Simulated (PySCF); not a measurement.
P$_{2}$, triplet, geometry from GFN2-xTB (a higher spin typed on purpose: for a closed-shell molecule this is an excited state); CAMB3LYP/cc-pVDZ run with PySCF.

Here is a job for PySCF.
```python
from pyscf import gto, scf, dft

mol = gto.M(
    atom='''
P    -0.00000000   -0.00000000   -1.02175380
P     0.00000000    0.00000000    1.02175380
''',
    basis='cc-pvdz',
    spin=2,
    verbose=4,
)

mf = dft.UKS(mol)
mf.xc = 'camb3lyp'
mf.kernel()
mf.analyze()
```

It wrote (shortened):

```
PySCF version 2.14.0

[INPUT] verbose = 4
[INPUT] num. atoms = 2
[INPUT] num. electrons = 30
[INPUT] charge = 0
[INPUT] spin (= nelec alpha-beta = 2S) = 2
[INPUT] symmetry False subgroup None
[INPUT] Mole.unit = angstrom
[INPUT] Symbol           X                Y                Z      unit          X                Y                Z       unit  Magmom
[...]
nuclear repulsion = 58.2649521132195
number of shells = 10
number of NR pGTOs = 82
number of NR cGTOs = 36
basis = cc-pvdz
ecp = {}

******** <class 'pyscf.dft.uks.UKS'> ********
method = UKS
initial guess = minao
damping factor = 0
level_shift factor = 0
DIIS = <class 'pyscf.scf.diis.CDIIS'>
diis_start_cycle = 1
diis_space = 8
diis_damp = 0
SCF conv_tol = 1e-09
SCF conv_tol_grad = None
SCF max_cycles = 50
direct_scf = True
direct_scf_tol = 1e-13
number electrons alpha = 16  beta = 14
XC library pyscf.dft.libxc version 7.1.2
    S. Lehtola, C. Steigemann, M. J. T. Oliveira, and M. A. L. Marques,  SoftwareX 7, 1–5 (2018)
XC functionals = camb3lyp
    T. Yanai, D. P. Tew, and N. C. Handy,  Chem. Phys. Lett. 393, 51 (2004)
radial grids:
    Treutler-Ahlrichs [JCP 102, 346 (1995); DOI:10.1063/1.469408] (M4) radial grids

becke partition: Becke, JCP 88, 2547 (1988); DOI:10.1063/1.454033
pruning grids: <function nwchem_prune>
grids dens level: 3
symmetrized grids: False
atomic radii adjust function: <function treutler_atomic_radii_adjust>
small_rho_cutoff = 0
Set gradient conv threshold to 3.16228e-05
tot grids = 38360
init E= -682.568736073379

cycle= 1 E= -682.586426149485  delta_E= -0.0177  |g|= 0.068  |ddm|= 1.17
cycle= 2 E= -682.590784777  delta_E= -0.00436  |g|= 0.0274  |ddm|= 0.109
cycle= 3 E= -682.591605520505  delta_E= -0.000821  |g|= 0.00889  |ddm|= 0.0439
cycle= 4 E= -682.592139317195  delta_E= -0.000534  |g|= 0.00727  |ddm|= 0.0403
cycle= 5 E= -682.592166193458  delta_E= -2.69e-05  |g|= 0.00735  |ddm|= 0.00192
cycle= 6 E= -682.591063444951  delta_E= 0.0011  |g|= 0.00114  |ddm|= 0.149
cycle= 7 E= -682.591063762742  delta_E= -3.18e-07  |g|= 0.000281  |ddm|= 0.00533
cycle= 8 E= -682.59106392581  delta_E= -1.63e-07  |g|= 5.92e-05  |ddm|= 0.000808
cycle= 9 E= -682.591063919802  delta_E= 6.01e-09  |g|= 1.43e-05  |ddm|= 0.000517
cycle= 10 E= -682.591063920015  delta_E= -2.13e-10  |g|= 2.25e-06  |ddm|= 7.85e-05
Extra cycle  E= -682.59106392003  delta_E= -1.46e-11  |g|= 1.17e-06  |ddm|= 6.23e-06
converged SCF energy = -682.59106392003  <S^2> = 2.0059532  2S+1 = 3.0039662
**** SCF Summaries ****
Total Energy =                        -682.591063920029796
Nuclear Repulsion Energy =              58.264952113219458
One-electron Energy =                -1059.491128576347364
Two-electron Energy =                  318.635112543098103
Two-electron Coulomb Energy =          365.049899819996369
DFT Exchange-Correlation Energy =      -46.414787276898274
**** MO energy ****
                             alpha | beta                alpha | beta
[...]
To work with the spin densities directly, `use mulliken_meta_spin()` only printing them here.

 ** Mulliken spin pop alpha/beta on meta-lowdin orthogonal AOs **
 ** Mulliken Spin Density (per AO)  **
spin_pop of  0 P 1s        0.00000
spin_pop of  0 P 2s        0.00021
spin_pop of  0 P 3s        0.01385
spin_pop of  0 P 4s       -0.00027
spin_pop of  0 P 2px       0.00005
spin_pop of  0 P 2py       0.00006
spin_pop of  0 P 2pz      -0.00000
spin_pop of  0 P 3px       0.50094
spin_pop of  0 P 3py       0.49317
spin_pop of  0 P 3pz      -0.01437
spin_pop of  0 P 4px       0.00177
spin_pop of  0 P 4py       0.00008
spin_pop of  0 P 4pz       0.00017
spin_pop of  0 P 3dxy     -0.00000
spin_pop of  0 P 3dyz      0.00668
spin_pop of  0 P 3dz^2     0.00046
spin_pop of  0 P 3dxz     -0.00276
spin_pop of  0 P 3dx2-y2   -0.00004
spin_pop of  1 P 1s        0.00000
spin_pop of  1 P 2s        0.00021
spin_pop of  1 P 3s        0.01385
spin_pop of  1 P 4s       -0.00027
spin_pop of  1 P 2px       0.00005
spin_pop of  1 P 2py       0.00006
spin_pop of  1 P 2pz      -0.00000
spin_pop of  1 P 3px       0.50094
spin_pop of  1 P 3py       0.49317
spin_pop of  1 P 3pz      -0.01437
spin_pop of  1 P 4px       0.00177
spin_pop of  1 P 4py       0.00008
spin_pop of  1 P 4pz       0.00017
spin_pop of  1 P 3dxy     -0.00000
spin_pop of  1 P 3dyz      0.00668
spin_pop of  1 P 3dz^2     0.00046
spin_pop of  1 P 3dxz     -0.00276
spin_pop of  1 P 3dx2-y2   -0.00004
 ** Mulliken Spin Density (per atom)  **
spin density of  0 P =      1.00000
spin density of  1 P =      1.00000
 ** Mulliken pop alpha/beta on meta-lowdin orthogonal AOs **
 ** Mulliken pop       alpha | beta **
[...]
In total            16.00000 | 14.00000
 ** Mulliken atomic charges   ( Nelec_alpha | Nelec_beta ) **
charge of  0P =      0.00000  (     8.00000      7.00000 )
charge of  1P =     -0.00000  (     8.00000      7.00000 )
Dipole moment(X, Y, Z, Debye): -0.00000, -0.00000, -0.00000
```
